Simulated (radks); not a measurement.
The numbers below are computed, except where a source is named.
Initial-state core-level shifts of neutral ruthenium when its valence configuration changes from [Kr] 4d7 5s1. Code: a radial shooting solver on a logarithmic mesh with Libxc functionals. Model: scalar-relativistic Kohn-Sham, SCAN, spin-polarised, spherical densities, finite nucleus; open shells are filled with parallel spins first (spin-orbit coupling, left out, can overturn this in heavy ions); meta-GGA in the generalised Kohn-Sham scheme; Fermi nuclear charge, rms radius 4.4809 fm. Shifts are changes of the shell-averaged eigenvalues in eV (positive: less bound); the change of the density at the nucleus, which sets a Mossbauer isomer shift, is in e/bohr^3, on a base of 1.124e+05.

| valence | 2p | 3s | 3p | 3d | density at nucleus |
|---|---|---|---|---|---|
| 4d7 5s0.5 5p0.5 | -0.756 | -0.767 | -0.766 | -0.764 | -7.11 |
| 4d8 | +2.842 | +2.834 | +2.837 | +2.849 | -15.69 |
| 4d7.5 5s0.5 | +1.484 | +1.478 | +1.481 | +1.486 | -8.34 |
| 4d6 5s1 5p1 | -4.840 | -4.827 | -4.826 | -4.838 | +5.15 |
| 4d5 5s1 5p2 | -10.013 | -9.937 | -9.939 | -9.971 | +11.34 |
| 4d5 5p3 | -11.264 | -11.203 | -11.202 | -11.233 | -8.15 |
| 4d6.5 5s1.5 | -1.831 | -1.821 | -1.823 | -1.828 | +7.74 |
| 4d6.5 5s0.5 5p1 | -3.044 | -3.053 | -3.052 | -3.054 | -5.55 |
